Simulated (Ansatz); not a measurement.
Relaxation of ClH₅O₃Si (10 atoms, charge 0, multiplicity 1), to a largest force component of 0.03 eV/Å in at most 50 steps.

Computed with RKS r2SCANh-D4/6-31G* (Ansatz 0.2.0).

```xyz
10
Properties=species:S:1:pos:R:3
Si -0.201 -0.205 0.387
H 1.078 0.622 -1.878
O 1.123 -1.077 0.018
O -0.835 -0.857 1.745
O -1.280 -0.176 -0.835
H 1.139 1.277 -1.664
Cl 0.316 1.802 0.787
H 1.531 -1.532 0.764
H -1.620 -0.434 2.111
H -1.251 0.580 -1.434
```

Question: Where does it end, and by what steps?

Answer: It converged. The force dipped under the threshold on the way, but the program's further checks kept it going. After 18 steps the energy has fallen by 0.226 eV; H6 moved furthest, 0.98 Å.

```csv
step,energy less start (eV),largest force component (eV/Å),accepted
0,0.0000,1.967,yes
1,-0.1447,0.247,yes
2,-0.1843,0.180,yes
3,-0.1963,0.098,yes
4,-0.2043,0.227,yes
5,-0.1868,0.921,no
6,-0.2087,0.118,yes
7,-0.2139,0.077,yes
8,-0.2183,0.128,yes
9,-0.2021,0.920,no
10,-0.2197,0.155,yes
11,-0.2206,0.208,yes
12,-0.2220,0.164,yes
13,-0.2236,0.173,yes
14,-0.2244,0.190,yes
15,-0.2258,0.011,yes
16,-0.2262,0.026,yes
17,-0.2263,0.070,yes
18,-0.2265,0.028,yes
```

```xyz
10
Properties=species:S:1:pos:R:3
Si -0.337 -0.186 0.613
H 1.393 0.571 -2.153
O 0.979 -0.970 0.052
O -1.074 -1.078 1.761
O -1.365 0.100 -0.619
H 1.276 1.131 -2.625
Cl 0.261 1.615 1.444
H 1.704 -1.115 0.670
H -1.819 -0.674 2.221
H -1.018 0.606 -1.363
```

Whether the end is a true minimum wasn't checked by a vibrational analysis.

Run time: 82 s on 2 threads of Arm Neoverse V1, with other jobs on the host, peak memory 0.22 GiB.
